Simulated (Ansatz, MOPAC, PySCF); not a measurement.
Noncovalent pair: HCl (SMILES Cl) (first 2 atoms) with AsH3 (SMILES [AsH3]); geometry from B3LYP-D3(BJ)/def2-TZVP, rigid monomers moved along the line of their centres of mass till Cl1···As3 is 4.44 Å.
(charge 0, multiplicity 1):
| atom | x (Å) | y (Å) | z (Å) |
|---|---|---|---|
| Cl | 0.4583 | -1.3521 | 0.3597 |
| H | -0.7168 | -0.9572 | 0.6878 |
| As | 0.1042 | 1.1628 | 3.9996 |
| H | -0.7800 | -0.0793 | 3.9474 |
| H | -0.5144 | 1.7277 | 2.7246 |
| H | -0.9023 | 1.9040 | 4.8763 |

Monomers are frozen at their geometry in the pair; levels with a basis set take the counterpoise correction.

Rows in 6-31G* carry no dispersion term and start afresh at each structure (6-31G* with six Cartesian d functions); the Pople sets are all-electron and without relativity. The state reached by PM6 isn't checked.

Run with Ansatz (a quantum-chemistry and plane-wave program); MOPAC for PM6 (differences of heats of formation); PySCF for 6-31G* rows, the dispersion terms. Each number belongs to the level named beside it.

### Question
One of these levels gives 1.2 kJ/mol for the interaction energy. Name it.
A) PM6
B) PBE-D4/def2-TZVPPD
C) B3LYP/6-31G*

### Answer
C, B3LYP/6-31G*. The others give -0.4 (PM6), -3.3 (PBE-D4/def2-TZVPPD)
